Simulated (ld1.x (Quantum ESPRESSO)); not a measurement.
# bismuth (Bi): one change to a PAW potential, before and after

Bi, PAW, made with ld1.x (Quantum ESPRESSO) 7.5 (PBE, scalar-relativistic). Core [Xe] 4f14, reference 5d10 6s2 6p3. Waves: 6s (bound): rcut 1.50, rcutus 1.95 bohr; 6s channel at 1.9 Ry: rcut 1.50, rcutus 1.95 bohr; 6p (bound): rcut 1.95, rcutus 2.60 bohr; 6p channel at 1.6 Ry: rcut 1.95, rcutus 2.60 bohr; 5d (bound): rcut 1.80, rcutus 2.00 bohr; 5d channel at -1.2 Ry: rcut 1.80, rcutus 2.00 bohr. Local part: all-electron potential smoothed inside 1.50 bohr (lloc = -1). Core correction: Bessel-smoothed model core, default radius (core density twice the valence density). Augmentation charge: BESSEL, radius 1.60 bohr.

Change: waves 5d (bound): rcut 1.50, rcutus 1.58 bohr; 5d channel at -1.2 Ry: rcut 1.50, rcutus 1.58 bohr.

Cutoffs: the cutoffs (Ry, on a coarse ladder) from which the occupation-weighted sum of valence levels, in a spherical-Bessel basis at the reference potential, stays within 10 and 1 mRy of its value at 400 Ry; they do not see the model core or the augmentation charge, which bear on the density cutoff. Errors are all-electron minus pseudo energies relative to the spin-unpolarised reference configuration.

Q: What does the change do?

A: The potential gets harder (30 Ry and 50 Ry → 60 Ry and 90 Ry); both files keep a bound ghost (p, s); of the 6 tests that both files solve, the error grows in 0 and shrinks in 5 by more than 15 % and 0.3 meV (median size 58.9 → 20.1 meV); the range in which the d phases agree widens (upper end -0.7 → 2.9). A smaller radius makes the pseudo-wave follow the all-electron one further in, where it bends more sharply, so more plane waves are needed. Less of the atom is replaced, so other configurations are described better.

| quantity | base | changed |
| --- | --- | --- |
| cutoff, loose | 30 Ry | 60 Ry |
| cutoff, tight | 50 Ry | 90 Ry |
| loose cutoff by channel (10 mRy a level) | s 8 Ry, p 6 Ry, d 25 Ry | s 8 Ry, p 6 Ry, d 40 Ry |
| bound ghosts | s, p | s, p |
| tests counted (converged, no solver errors) | 6 of 7 | 6 of 7 |
| error for 5d10 6s2 6p2, meV [ΔE 7.91 eV] | +27 | +10 |
| error for 5d10 6s2 6p1, meV [ΔE 23.16 eV] | +248 | +144 |
| error for 5d10 6s2 6p0, meV [ΔE 46.50 eV] | +1118 | +840 |
| error for 5d10 6s1 6p4, meV [ΔE 10.08 eV] | +90 | +30 |
| error for 5d10 6s2 6p3.3, meV [ΔE -1.09 eV] | +1.2 | +1.0 |
| error for 5d10 6s1 6p3, meV [ΔE 18.73 eV] | +14 | -1.6 |
| s: phases at 2.86 bohr within 0.05 rad from the reference energy up to (Ry; the scan ends near 5) | to the end of the scan | to the end of the scan |
| p: phases at 2.86 bohr within 0.05 rad from the reference energy up to (Ry; the scan ends near 5) | to the end of the scan | to the end of the scan |
| d: phases at 2.86 bohr within 0.05 rad from the reference energy up to (Ry; the scan ends near 5) | -0.7 | 2.9 |
| lowest overlap eigenvalue by channel | s 0.41, p 0.34, d 0.21 | s 0.41, p 0.34, d 0.96 |

Base: Tests not counted: 5d10 6s0 6p5 (solver errors, printed error -1678 eV). Changed file: Tests not counted: 5d10 6s0 6p5 (solver errors, printed error -1597 eV). A true bound ghost makes a file unfit for plane-wave use even where its test errors are small: the radial tests pick states by their node count and pass the ghost by. Where a test does run into it, the solver fails or the error is huge.
